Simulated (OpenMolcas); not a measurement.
Pt6+ among 6 point charges of -1 e arranged as an octahedron (Oh), 2.26 Å from the ion.
```
   2.2600    0.0000    0.0000  -1.00
   0.0000    2.2600    0.0000  -1.00
  -2.2600    0.0000    0.0000  -1.00
   0.0000   -2.2600    0.0000  -1.00
   0.0000    0.0000    2.2600  -1.00
   0.0000    0.0000   -2.2600  -1.00
```

```
Program             : OpenMolcas
Method              : CASSCF
Basis               : ANO-RCC-VDZP [7s6p4d2f]
Scalar Hamiltonian  : DKH2, point nucleus
Active space        : 4 electrons in 5 orbitals (5d)
State averaging     : 2S+1 = 5 even, 5 roots; 2S+1 = 3 even, 45 roots; 2S+1 = 1 even, 50 roots
Spin-orbit coupling : RASSI with atomic mean-field integrals over the reference wave functions
```

Problem. What is the spin-free ground state (labels of O, the rotations of Oh)?

Solution. 5E, 2-fold in its orbital part, 100 % from free-ion D terms; it has the highest spin that d4 allows.

Problem. Where is the first state of the same spin?

Solution. 5T2 at 1690 cm-1 above the ground state.

Problem. What are the lowest two levels with spin-orbit coupling?

Solution. A 1-fold level A1, then a 3-fold level T1 7506 cm-1 above it. Their leading multiplicities are 5 (60 %) and 5 (82 %).

Problem. What is χT at 300 K?

Solution. 0.03 cm3 K/mol.

Problem. Which ligand-field parameters describe the states?

Solution. A least-squares ligand-field fit to the states below 45000 cm-1, each weighted by its degeneracy and with a free common offset, gives 10Dq = 1754 cm-1, B = 1003 cm-1 and C = 4205 cm-1 (C/B = 4.19), with an rms deviation of 19 cm-1. 

Spin-orbit coupling mixes the spin-free states strongly: the lowest level takes only 33 % from its leading state, 5T2, which lies 1694 cm-1 above the lowest spin-free state. Without dynamic correlation the repulsion within the d shell is too large (B by tens of per cent), so at a given field states of lower spin stand too high. Point charges give a weaker field than real ligands, and real ions of this kind are as a rule low spin; the high spin found here belongs to the model. This field is weak: 10Dq is about 1754 cm-1, while octahedral complexes of 5d ions of charge 3 and more, computed by the same method with explicit ligands, had a median near 35000 cm-1. Ground spin and moment need not be those of a real site. The ground term spreads over less than 5000 cm-1, several times less than with real ligands, so orbital moments are less quenched and χT lies further from the spin-only value than at real sites. This is an electrostatic model: the charges have no orbitals. No measured value stands beside these numbers.
